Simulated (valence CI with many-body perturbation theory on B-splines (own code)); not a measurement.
# Forbidden lines of Br14+

Computed by relativistic CI+MBPT: three valence electrons over a frozen Dirac-Fock core [Ar], radial functions for each j: 9 s, 9 p, 10 d, 8 f, 5 g, 3 h, 1 i, with the one-electron correlation potential Σ1 (screened to all orders), the two-electron term Σ2, the three-electron term Σ3, Breit, model QED; selected single and double excitations, second order for the rest (own B-spline code, finite nucleus).

No measured levels were compared; by estimate terms of the open shell hold to 2 to 4 % of their energy, and close levels can change places. Core correlation moves these levels by up to 4600 cm⁻¹, and in measured spectra 5 to 20 % of such shifts remained as error; rates that hang on mixing are uncertain with them. Only levels of the ground parity were solved; by the run's estimate the other parity begins above the list, which can be wrong where configurations are misplaced.

Lines 1 to 50 of 76 in falling wavelength, among levels below 161460 cm⁻¹, chosen from the decays that carry over 1 % of a level's rate. Wavelengths and rates use the calculated energies, so an error of 2000 cm⁻¹ moves a line at 1114 nm by 22 % and its rate by three times that or more. Electric multipoles are in the length gauge, E1 and E2 with the static RPA response of the core. Weak lines are less certain than strong ones. Lines between different terms over intervals too small for the method are left out, as are lines whose strength nearly cancels. Intervals below about 2000 cm⁻¹, as at the head of this list, are uncertain by tens of per cent. The highest levels of a list are the least certain. Branching is blank where the lifetime is uncertain.

Names give the largest LS component (configuration and term), which can be under half, so a name can repeat, a term be missing and a line seem to break the LS rules; names also repeat where a configuration has a term twice. Letters in brackets count levels of one name in rising energy.

| λ vac (nm) | Upper | Lower | Type | A (s⁻¹) | Branch % |
| --- | --- | --- | --- | --- | --- |
| 11720 | 3d3 4P_1/2 | 3d3 4P_3/2 | M1 | 2.30e-02 | 1.9 |
| 2057 | 3d3 4F_5/2 | 3d3 4F_3/2 | M1 | 4.86e+00 | 100.0 |
| 1787 | 3d3 4F_7/2 | 3d3 4F_5/2 | M1 | 7.45e+00 | 100.0 |
| 1727 | 3d3 4F_9/2 | 3d3 4F_7/2 | M1 | 5.11e+00 | 100.0 |
| 1178 | 3d3 4P_5/2 | 3d3 4P_3/2 | M1 | 7.75e+00 | 67.5 |
| 1114 | 3d3 2D_3/2 [a] | 3d3 4P_5/2 | M1 | 2.23e+00 | 1.1 |
| 866.7 | 3d3 2D_5/2 [a] | 3d3 2D_3/2 [a] | M1 | 1.16e+01 | 7.5 |
| 749.2 | 3d3 2P_3/2 | 3d3 2P_1/2 | M1 | 1.47e+01 | 8.4 |
| 602.0 | 3d3 2D_3/2 [a] | 3d3 4P_1/2 | M1 | 1.21e+01 | 6.1 |
| 598.4 | 3d3 2P_3/2 | 3d3 2D_3/2 [a] | M1 | 3.96e+01 | 22.6 |
| 584.9 | 3d3 2H_9/2 | 3d3 2G_9/2 | M1 | 2.99e+01 | 38.1 |
| 582.0 | 3d3 2H_11/2 | 3d3 2G_9/2 | M1 | 1.77e+01 | 89.5 |
| 572.6 | 3d3 2D_3/2 [a] | 3d3 4P_3/2 | M1 | 3.68e+01 | 18.6 |
| 500.6 | 3d3 2P_1/2 | 3d3 4P_1/2 | M1 | 5.79e+01 | 96.5 |
| 498.0 | 3d3 2H_9/2 | 3d3 2G_7/2 | M1 | 2.80e+01 | 35.6 |
| 487.5 | 3d3 2D_5/2 [a] | 3d3 4P_5/2 | M1 | 7.41e+00 | 4.8 |
| 389.3 | 3d3 2P_3/2 | 3d3 4P_5/2 | M1 | 3.54e+01 | 20.2 |
| 344.8 | 3d3 2D_5/2 [a] | 3d3 4P_3/2 | M1 | 1.95e+00 | 1.3 |
| 326.2 | 3d3 2G_7/2 | 3d3 4F_9/2 | M1 | 7.66e-01 | 1.1 |
| 311.4 | 3d3 2F_5/2 | 3d3 2D_5/2 [a] | M1 | 2.28e+00 | 3.7 |
| 305.0 | 3d3 2F_7/2 | 3d3 2H_9/2 | M1 | 9.13e-01 | 1.1 |
| 300.1 | 3d3 2P_3/2 | 3d3 4P_1/2 | M1 | 2.31e+00 | 1.3 |
| 297.3 | 3d3 2G_9/2 | 3d3 4F_9/2 | M1 | 5.56e+01 | 64.7 |
| 280.1 | 3d3 4P_3/2 | 3d3 4F_5/2 | M1 | 6.49e+00 | 35.2 |
| 274.4 | 3d3 2G_7/2 | 3d3 4F_7/2 | M1 | 3.06e+01 | 42.8 |
| 273.6 | 3d3 4P_1/2 | 3d3 4F_5/2 | E2 | 6.56e-02 | 5.3 |
| 259.1 | 3d3 4P_5/2 | 3d3 4F_7/2 | M1 | 2.15e+00 | 18.8 |
| 253.6 | 3d3 2G_9/2 | 3d3 4F_7/2 | M1 | 3.01e+01 | 35.0 |
| 246.5 | 3d3 4P_3/2 | 3d3 4F_3/2 | M1 | 1.18e+01 | 64.2 |
| 241.5 | 3d3 4P_1/2 | 3d3 4F_3/2 | M1 | 9.42e-01 | 76.3 |
| 241.5 | 3d3 4P_1/2 | 3d3 4F_3/2 | E2 | 2.04e-01 | 16.5 |
| 237.8 | 3d3 2G_7/2 | 3d3 4F_5/2 | M1 | 4.02e+01 | 56.2 |
| 229.1 | 3d3 2F_5/2 | 3d3 2D_3/2 [a] | M1 | 7.60e-01 | 1.2 |
| 226.3 | 3d3 4P_5/2 | 3d3 4F_5/2 | M1 | 1.34e+00 | 11.7 |
| 200.4 | 3d3 2F_7/2 | 3d3 2G_9/2 | M1 | 6.90e+00 | 8.0 |
| 197.1 | 3d3 2H_9/2 | 3d3 4F_9/2 | M1 | 1.18e+01 | 15.0 |
| 196.8 | 3d3 2H_11/2 | 3d3 4F_9/2 | M1 | 2.08e+00 | 10.5 |
| 193.1 | 3d3 2D_5/2 [b] | 3d3 2F_5/2 | M1 | 7.60e+01 | 15.7 |
| 190.0 | 3d3 2F_5/2 | 3d3 4P_5/2 | M1 | 4.69e+00 | 7.6 |
| 189.1 | 3d3 2F_7/2 | 3d3 2G_7/2 | M1 | 2.99e+01 | 34.6 |
| 188.1 | 3d3 2D_3/2 [a] | 3d3 4F_5/2 | M1 | 9.04e+01 | 45.5 |
| 186.7 | 3d3 2D_3/2 [b] | 3d3 2F_5/2 | M1 | 5.19e+01 |  |
| 186.3 | 3d3 2D_5/2 [b] | 3d3 2F_7/2 | M1 | 4.75e+01 | 9.8 |
| 182.6 | 3d3 2F_5/2 | 3d3 2G_7/2 | M1 | 1.89e+01 | 30.8 |
| 176.9 | 3d3 2H_9/2 | 3d3 4F_7/2 | M1 | 8.80e+00 | 11.2 |
| 172.3 | 3d3 2D_3/2 [a] | 3d3 4F_3/2 | M1 | 5.68e+01 | 28.6 |
| 169.2 | 3d3 2D_5/2 [a] | 3d3 4F_7/2 | M1 | 1.13e+02 | 73.0 |
| 163.6 | 3d3 2F_5/2 | 3d3 4P_3/2 | M1 | 1.88e+00 | 3.1 |
| 162.9 | 3d3 2P_1/2 | 3d3 4F_3/2 | M1 | 1.63e+00 | 2.7 |
| 154.5 | 3d3 2D_5/2 [a] | 3d3 4F_5/2 | M1 | 1.71e+01 | 11.0 |
